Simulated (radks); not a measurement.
Values are calculated unless marked as measured or tabulated.
Ionisation of the cerium ion Ce+, [Xe] 4f1 5d2, to [Xe] 4f2 as the strength of local exchange is varied. Level of theory: Dirac Kohn-Sham, Slater X-alpha exchange (alpha = 2/3 is LDA exchange), no correlation, spin-unpolarised, spherical densities, point nucleus; open shells fill j = l - 1/2 first (a radial shooting solver on a logarithmic mesh with Libxc functionals).

alpha  E(Ce+) (hartree)  exchange (hartree)  IE (eV)  -e of the level emptied (eV)  <r> of it (bohr)
0.552        -8818.8569           -163.0845    9.520                 5.648 (5d3/2)             3.074
0.667        -8852.8969           -197.8025    9.007                 6.437 (5d3/2)             2.908
0.721        -8868.9249           -214.1920    8.746                 6.839 (5d3/2)             2.836
0.76         -8880.5182           -226.0635    8.551                 7.143 (5d3/2)             2.787
0.767        -8882.6006           -228.1973    8.516                 7.198 (5d3/2)             2.779
0.884        -8917.4762           -264.0011    7.905                 8.178 (5d3/2)             2.645
0.919        -8927.9346           -274.7621    7.718                 8.489 (5d3/2)             2.608
0.948        -8936.6091           -283.6961    7.561                 8.753 (5d3/2)             2.579

NIST Atomic Spectra Database: 10.96 eV (semi-empirical). The central value is not met in this range of alpha. Spin polarisation and multiplet splitting are left out, so open shells lie too high by an amount that depends on their filling.

Beside tabulated values, note that spin-unpolarised runs miss the spin-polarisation part of the exchange energy of open shells.
